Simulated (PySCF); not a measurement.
C$_{3}$H$_{9}$BO$_{2}$, singlet, geometry from GFN2-xTB.

The PySCF input:
```python
from pyscf import gto, scf, dft, solvent

mol = gto.M(
    atom='''
B     0.01002995    0.89642260    0.11906526
C     0.37978805    2.31985217   -0.50593809
H     0.62390906    3.04072706    0.27188315
H    -0.45332661    2.73116563   -1.07247319
H     1.23244966    2.24990535   -1.17243293
O    -1.03587007    0.72331113    0.98230380
H    -1.52463133    1.51500471    1.19836930
O     0.77934516   -0.15563834   -0.21860818
C     0.54674939   -1.46781915    0.25859872
C    -0.48852136   -2.19303402   -0.59285748
H     1.51067107   -1.98556771    0.21024333
H     0.20842014   -1.42846118    1.29962781
H    -0.17020973   -2.21144190   -1.63230270
H    -0.61114404   -3.21322283   -0.23884930
H    -1.44218532   -1.67559827   -0.52777571
''',
    basis='6-31g',
    verbose=4,
)

mf = dft.RKS(mol)
mf.xc = 'pbe'
mf.kernel()
```

Problem. Estimate the dipole moment that PBE/6-31G (PySCF) returns for this input.

Solution. 1.46 D

Problem. What is the computed HOMO-LUMO gap (PBE/6-31G)?

Solution. 7.37 eV

Problem. What is the computed HOMO energy (PBE/6-31G)?

Solution. -6.47 eV

Problem. What number of basis functions does PBE/6-31G give?

Solution. 72

Problem. Estimate the total energy that PBE/6-31G returns for this input.

Solution. -294.680728 Ha

Problem. Give the nuclear repulsion energy at the level PBE/6-31G.

Solution. 238.4450 Eh
